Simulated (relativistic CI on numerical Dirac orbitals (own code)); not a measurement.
Method of calculation: Dirac-Coulomb-Breit CI, KLI orbitals optimised for each configuration, model QED (radiative potential, 1s self-energy scaled to tabulated hydrogen-like ionisation energies), unscaled Slater integrals (own radial code, finite nucleus).

The strongest absorption lines from the ground level of an ion, among the configurations computed and to levels below about 14500 eV (vacuum wavelength in Å, gf): 1.0493 (0.66), 1.2134 (1.2), 1.2140 (1.6), 1.2141 (0.56), 1.2311 (0.76), 1.3744 (1.8), 1.3796 (2.2), 1.3798 (2.6).

Question: Which ion is it?
A. Er LX
B. Pt LXX
C. Ta LXV
D. Ta LXVII

Answer: C. Ta LXV has 9 electrons and the ground level 2s2 2p5 2P°_3/2; the strongest line goes to 2s2 2p4 3d 2D_5/2. The pattern of lines fixes the number of electrons, and along that sequence the line energies rise steadily with the charge (about as its square where n changes within one kind of shell, about linearly where n is kept but much faster in heavy ions where fine structure, which grows about as Z⁴, sets the gap, and irregularly where shells cross), which fixes Z. Configurations outside the model, such as inner-shell arrays, can give stronger lines. At this charge energies of transitions that change n are usually good to better than 1 %, and those within a shell (Δn = 0) to a few per cent.

LS names give the leading component of a level, which can be under half, so a name can repeat, a term be missing and a line seem to break the LS rules.
